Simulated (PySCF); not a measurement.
CH3Cd (SMILES [CH3][Cd]), doublet, at a GFN2-xTB geometry (such geometries of metal compounds can be far from the true shape) (the spin is typed, not shown lowest) (core potentials on Cd), atoms displaced at random by about 0.03 Å a coordinate; HF/def2-SVP, gradient (PySCF).

The PySCF input:
```python
from pyscf import gto, scf

mol = gto.M(
    atom='''
Cd   -0.271164   -0.172726   -0.234278
C     1.394046    0.915366    1.162415
H     1.962417    0.107236    1.664744
H     0.973772    1.587979    1.865380
H     2.096198    1.486410    0.445791
''',
    basis='def2-svp',
    ecp={'Cd': 'def2-svp'},
    charge=0,
    spin=1,
    verbose=4,
)

mf = scf.UHF(mol)
mf.conv_tol = 1e-6
mf.kernel()
g = mf.nuc_grad_method()
grad = g.kernel()
```

It wrote (shortened):

```
PySCF version 2.14.0

[INPUT] verbose = 4
[INPUT] num. atoms = 5
[INPUT] num. electrons = 29
[INPUT] charge = 0
[INPUT] spin (= nelec alpha-beta = 2S) = 1
[INPUT] symmetry False subgroup None
[INPUT] Mole.unit = angstrom
[INPUT] Symbol           X                Y                Z      unit          X                Y                Z       unit  Magmom
[INPUT]  1 Cd    -0.271164000000  -0.172726000000  -0.234278000000 AA   -0.512425694842  -0.326404834592  -0.442721257011 Bohr   0.0
[INPUT]  2 C      1.394046000000   0.915366000000   1.162415000000 AA    2.634365145045   1.729791043739   2.196645993086 Bohr   0.0
[INPUT]  3 H      1.962417000000   0.107236000000   1.664744000000 AA    3.708430672191   0.202646670694   3.145910227513 Bohr   0.0
[INPUT]  4 H      0.973772000000   1.587979000000   1.865380000000 AA    1.840162387770   3.000845401561   3.525057318241 Bohr   0.0
[INPUT]  5 H      2.096198000000   1.486410000000   0.445791000000 AA    3.961240122861   2.808907808815   0.842422898796 Bohr   0.0

nuclear repulsion = 46.2849450249874
number of shells = 26
number of NR pGTOs = 102
number of NR cGTOs = 60
basis = def2-svp
ecp = {'Cd': 'def2-svp'}

******** <class 'pyscf.scf.uhf.UHF'> ********
method = UHF
initial guess = minao
damping factor = 0
level_shift factor = 0
DIIS = <class 'pyscf.scf.diis.CDIIS'>
diis_start_cycle = 1
diis_space = 8
diis_damp = 0
SCF conv_tol = 1e-06
SCF conv_tol_grad = None
SCF max_cycles = 50
direct_scf = True
direct_scf_tol = 1e-13
number electrons alpha = 15  beta = 14
Set gradient conv threshold to 0.001
init E= -191.592323357401

cycle= 1 E= -205.871727607012  delta_E= -14.3  |g|= 1.02  |ddm|= 2.43
cycle= 2 E= -206.231969218924  delta_E= -0.36  |g|= 0.609  |ddm|= 2.35
cycle= 3 E= -206.365532059499  delta_E= -0.134  |g|= 0.049  |ddm|= 0.546
cycle= 4 E= -206.36971027137  delta_E= -0.00418  |g|= 0.0237  |ddm|= 0.141
cycle= 5 E= -206.371187402096  delta_E= -0.00148  |g|= 0.0111  |ddm|= 0.0809
cycle= 6 E= -206.371651059946  delta_E= -0.000464  |g|= 0.00649  |ddm|= 0.0472
cycle= 7 E= -206.371825931625  delta_E= -0.000175  |g|= 0.00352  |ddm|= 0.0332
cycle= 8 E= -206.371901831708  delta_E= -7.59e-05  |g|= 0.00206  |ddm|= 0.0249
cycle= 9 E= -206.371934540295  delta_E= -3.27e-05  |g|= 0.000767  |ddm|= 0.0222
cycle= 10 E= -206.371937857612  delta_E= -3.32e-06  |g|= 0.000396  |ddm|= 0.00594
cycle= 11 E= -206.371938582755  delta_E= -7.25e-07  |g|= 0.000171  |ddm|= 0.003
Extra cycle  E= -206.371938631304  delta_E= -4.85e-08  |g|= 0.000119  |ddm|= 0.000349
converged SCF energy = -206.371938631304  <S^2> = 0.82679856  2S+1 = 2.0753781

******** <class 'pyscf.grad.uhf.Gradients'> for <class 'pyscf.scf.uhf.UHF'> ********
unit = Eh/Bohr
--------------- UHF gradients ---------------
         x                y                z
0 Cd    -0.0048761828    -0.0043963034    -0.0053936629
1 C    -0.0416397820     0.0052455947     0.0346162082
2 H     0.0083355044    -0.0080431780     0.0061615211
3 H     0.0136946706    -0.0124385431    -0.0137528783
4 H     0.0244857899     0.0196324298    -0.0216311881
----------------------------------------------
```
